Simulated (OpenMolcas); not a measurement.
W3+ (d3) among equal point charges was computed by CASSCF with the d shell active (OpenMolcas, ANO-RCC-VDZP on the metal). Its lowest spin-free states, and all those of the highest spin:

```
2S+1  Degeneracy  E (cm-1)
   4           3       0.0
   4           3      3860
   4           1      7924
   2           2      8340
   2           3     11396
   4           3     12425
   2           3     12630
   2           1     13152
   2           3     15421
   2           2     17095
   2           3     17249
   2           3     18299
```

Q: Is the site octahedral, tetrahedral or cube-like, axial, or of lower symmetry?

A: The states with 2S+1 = 4 have orbital degeneracies 3, 3, 1, 3. Threefold states need a cubic site. For d3 at this spin an octahedron puts the single A2 below the threefold T2 and a tetrahedron or cube puts the threefold T1 below the threefold T2, so the site is a tetrahedron or a cube, which this pattern cannot tell apart. The run had W3+ among 4 point charges of -2 e arranged as a tetrahedron (Td), 1.95 Å from the ion.

Spin-orbit coupling mixes the spin-free states strongly: the lowest level takes only 70 % from its leading state, 4T1. Without dynamic correlation the repulsion within the d shell is too large (B by tens of per cent), so at a given field states of lower spin stand too high. Point charges give a weaker field than real ligands, and real ions of this kind are as a rule low spin; the high spin found here belongs to the model. Point charges carry no covalency, so the field is a model and not that of real ligands. No measured value stands beside these numbers.
